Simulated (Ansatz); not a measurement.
```yaml
crystal:
  periodic: [false, false, false]
  atoms:
    - {symbol: B, position_ang: [-0.287638, 2.429080, 0.225944]}
    - {symbol: N, position_ang: [-0.382011, 0.793223, 0.751727]}
    - {symbol: Si, position_ang: [-0.737626, -0.498791, -0.150270]}
    - {symbol: Si, position_ang: [1.039014, -1.914667, -0.251187]}
    - {symbol: H, position_ang: [-0.291454, 2.584165, -0.806055]}
    - {symbol: H, position_ang: [-0.047947, 3.251119, 1.197647]}
    - {symbol: H, position_ang: [-0.239188, 0.884048, 1.640246]}
    - {symbol: H, position_ang: [-2.010064, -1.032107, 0.613380]}
    - {symbol: H, position_ang: [-1.469265, 0.068167, -1.366613]}
    - {symbol: H, position_ang: [2.224306, -1.313678, -1.322510]}
    - {symbol: H, position_ang: [1.556379, -2.119676, 0.890354]}
    - {symbol: H, position_ang: [0.544860, -3.170036, -1.311185]}
basis:
  gaussian: {orbitals: 6-31G}
total_charge: 1
magnetization: {spin_polarized: true, initial_magnetization: 1}
hamiltonian: {xc: {name: B2PLYP}}
relax: {f_tol: 0.0001, max_steps: 1}
output: {forces: true}
```

```sh
$ ansatz run in.yaml --threads 4 --pin off --events-out ev --progress --plain --max-ram 10444MiB
```

Output, abridged:

```
Functional definition: B2PLYP
844 factors; integrals over basis functions are off by at most 2.8e-4 eV
mean field evaluation 1: about -18010.5401 eV, gradient 4.7e1 eV
mean field evaluation 2: about -18010.5399 eV, gradient 4.7e1 eV
mean field evaluation 4: about -18019.3272 eV, gradient 1.3e1 eV
mean field evaluation 8: about -18022.4693 eV, gradient 1.7e0 eV
mean field evaluation 16: about -18022.5117 eV, gradient 6.2e-3 eV
mean field -18022.51168568 eV, -662.3150883515 hartree, gradient 5.9e-6 eV, S^2 0.766024; 2 other end points of the search recorded, 0 dependent functions left out
12 core orbitals not correlated: weight in the atoms' cores, before any rotation towards them, 1.000 or more for the frozen orbitals, at most 0.000 for the correlated occupied ones
reference -18022.51186429 eV, -662.3150949152 hartree; 12, 11 occupied and 36, 37 virtual orbitals, 844 factors
second order -8.94529281 eV of doubles, -0.00000000 eV of singles
relax step   1: F+E_penalty+E_count = -18024.92691474 eV  Δ(F+E_penalty+E_count) = +0.000e0 eV  max|allowed force component| = 9.615e0 eV/Å  Δτ_max = 0.0000 Å  (74 SCF iters, accepted)
Error: geometry relaxation did not converge after 1 steps: max|allowed force component| = 9.61e0 eV/Å (threshold 1.0e-4). Raise `relax.max_steps` over both its present limit and 1, loosen `relax.f_tol`, or start from a geometry closer to equilibrium. Where this run's directory can be resumed (`checkpoint.write`), a resume goes on for up to `relax.max_steps` more
```

In this input the relaxation is allowed too few steps for its threshold. The run did not converge.
